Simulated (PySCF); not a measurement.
C₄H₇FSi, SMILES C=C/C=C(\F)[SiH3].

Coordinates come from a ωB97X-D3(BJ)/def2-SVP optimisation. The structure was generated by enumeration; whether it is a known compound was not checked. Other conformers were not sampled.

Computed with ωB97X-D3(BJ)/def2-SVP in PySCF.

Frequencies are harmonic and unscaled.

| mode | ν (cm⁻¹) | IR (km/mol) | moving atoms (share of kinetic energy) |
|---|---|---|---|
| 1 | 105 | 0.0 | H 53 %, C 42 % |
| 2 | 138 | 1.2 | C 40 %, H 22 %, F 19 %, Si 19 % |
| 3 | 141 | 0.1 | H 58 %, C 31 %, F 11 % |
| 4 | 178 | 0.1 | H 54 %, C 42 % |
| 5 | 253 | 3.2 | F 50 %, C 32 %, H 14 % |
| 6 | 399 | 0.2 | C 54 %, H 30 %, F 15 % |
| 7 | 418 | 14.0 | Si 52 %, C 27 %, H 11 %, F 10 % |
| 8 | 453 | 9.5 | C 49 %, H 43 % |
| 9 | 662 | 42.9 | H 78 %, Si 13 % |
| 10 | 694 | 13.0 | H 71 %, C 22 % |
| 11 | 714 | 35.1 | H 55 %, C 40 % |
| 12 | 826 | 6.4 | C 56 %, F 25 %, H 16 % |
| 13 | 914 | 0.1 | H 72 %, C 28 % |
| 14 | 938 | 311.8 | H 89 % |
| 15 | 951 | 49.9 | H 97 % |
| 16 | 960 | 25.7 | H 59 %, C 38 % |
| 17 | 970 | 47.4 | H 72 %, C 28 % |
| 18 | 971 | 53.6 | H 95 % |
| 19 | 1052 | 11.6 | H 88 %, C 12 % |
| 20 | 1107 | 130.2 | C 53 %, H 27 %, F 18 % |
| 21 | 1217 | 10.5 | C 51 %, H 47 % |
| 22 | 1294 | 24.2 | H 69 %, C 29 % |
| 23 | 1332 | 22.0 | H 57 %, C 38 % |
| 24 | 1440 | 12.5 | H 79 %, C 21 % |
| 25 | 1711 | 4.4 | C 90 %, H 10 % |
| 26 | 1782 | 11.2 | C 92 % |
| 27 | 2270 | 112.5 | H 96 % |
| 28 | 2270 | 89.0 | H 99 % |
| 29 | 2276 | 110.9 | H 96 % |
| 30 | 3168 | 3.6 | H 94 % |
| 31 | 3212 | 0.2 | H 91 %, C 9 % |
| 32 | 3218 | 5.7 | H 92 %, C 8 % |
| 33 | 3272 | 5.7 | H 89 %, C 11 % |
